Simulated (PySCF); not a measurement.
# CdSi⁻ from Hartree–Fock to correlated methods

State: ⁴Σ⁻ (quartet), unpaired electrons σ ↑, π ↑↑. Set-up: basis Cd def2-SVPD with ECP28, Si def2-SVPD; scalar-relativistic core potentials; PySCF 2.14. De refers to Cd + Si⁻ in their high-spin ground configurations, without counterpoise correction. The functionals are run spin-unrestricted. A positive dipole points towards Si; it is taken about the centre of mass and depends on that origin.

```csv
Level,Re (Å),ωe (cm⁻¹),De (eV),μ (D)
UHF,3.004,119,n/a,-5.21
UHF-MP2,2.723,163,n/a,n/a
UHF-SCS-MP2,2.771,151,n/a,n/a
PBE,2.703,180,n/a,-4.11
BP86,2.699,181,n/a,-3.98
r²SCAN,2.670,188,n/a,-4.10
r²SCANh,2.676,185,n/a,-4.15
PBE0,2.703,179,n/a,-4.25
r²SCAN0,2.684,182,n/a,-4.22
CAM-B3LYP,2.721,169,n/a,-4.23
```

What does a quarter of exact exchange do here, going from r²SCAN to r²SCAN0?

r²SCAN0 less r²SCAN: +1.4 pm in Re, -3.2 % in ωe. Exact exchange removes part of the self-interaction that spreads semilocal densities, and in most molecules shortens and stiffens the bond and lowers De; here Re and ωe go the other way.

What does second-order correlation do here, going from UHF to UHF-MP2?

UHF-MP2 less UHF: -28.1 pm in Re, +37.0 % in ωe. Correlation nearly always deepens the well. The bond shortens, as in weak, metallic or heavy-atom bonds, where dispersion and the correlation of outer-core electrons pull the atoms together.

Correlated steps freeze 5 core orbitals. Spin–orbit coupling is left out. The highest Kohn–Sham level is positive in this anion. Much of that is self-interaction error, but it also means that the finite basis helps to hold the extra electron. The state was picked by a PBE0 search and need not be the measured ground state.
